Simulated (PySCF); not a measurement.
Species: C6H6S (charge -1 and doublet state).
Z-matrix (Å and degrees, GFN2-xTB geometry), rows numbered from 1:
```
C 
C   1  1.5039
S   2  1.6891  1  118.28
C   2  1.3890  1  119.39  3  -179.94
C   4  1.3693  2  123.74  1     1.15
C   5  1.5030  4  149.27  2   177.68
C   5  1.3605  4  151.41  2    -9.70
H   1  1.0933  2  110.36  3  -120.90
H   1  1.0929  2  110.49  3   120.24
H   1  1.0889  2  110.26  3    -0.41
H   4  1.0846  2  117.64  1   179.73
H   6  1.0870  5  128.09  7  -113.53
H   7  1.0692  5  147.20  6   179.75
```

The hyperfine couplings belong to this conformer and change with its torsions.

The species is `C[C]([S-])C=C1C=C1` [radical] (charge -1).

Method: PySCF, UKS B3LYP, pcH-1 on C H S, non-relativistic, mean-field spin-orbit, GIAO. Whether the extra electron is bound in the gas phase wasn't checked; a finite basis holds it in any case. A GFN2-xTB geometry isn't a minimum of the functional, and hyperfine couplings can be far from their values at a DFT geometry, by a factor of two or more for some ions and for spin on atoms past the first row. Stability of the SCF solution: not tested.

**Question.** Where do the isotropic ENDOR lines of H12, H13, H11 and H8/H9/H10 fall at 3359.7 mT, to first order?

**Answer.** For S = 1/2 in fast tumbling each set of equivalent nuclei gives two lines, ν± = |νn ± a/2| to first order, with νn = g_N μN B/h and μN/h = 7.62259 MHz/T.

```json
{"nuclei": "H12", "isotope": "1H", "g_N": "5.5857", "νn (MHz)": "143.05", "a_iso (MHz)": "124.82", "lower line (MHz)": "80.64", "upper line (MHz)": "205.46"}
{"nuclei": "H13", "isotope": "1H", "g_N": "5.5857", "νn (MHz)": "143.05", "a_iso (MHz)": "-21.35", "lower line (MHz)": "132.37", "upper line (MHz)": "153.72"}
{"nuclei": "H11", "isotope": "1H", "g_N": "5.5857", "νn (MHz)": "143.05", "a_iso (MHz)": "1.67", "lower line (MHz)": "142.21", "upper line (MHz)": "143.88"}
{"nuclei": "H8/H9/H10", "isotope": "1H", "g_N": "5.5857", "νn (MHz)": "143.05", "a_iso (MHz)": "1.18", "lower line (MHz)": "142.46", "upper line (MHz)": "143.64"}
```

**Question.** Which pairs are centred on the nuclear Larmor frequency, and which on half the coupling?

**Answer.** Centred on νn, since |a| < 2νn: H12, H13, H11 and H8/H9/H10. No pair has |a| > 2νn.

Nuclei that the bonding pattern makes equivalent are averaged, as if the motion that swaps them (rotation, inversion, ring flip) were fast.

The SMILES draws the unpaired electron on C2; the largest computed Mulliken spin population is on C6 (0.68 against 0.04).
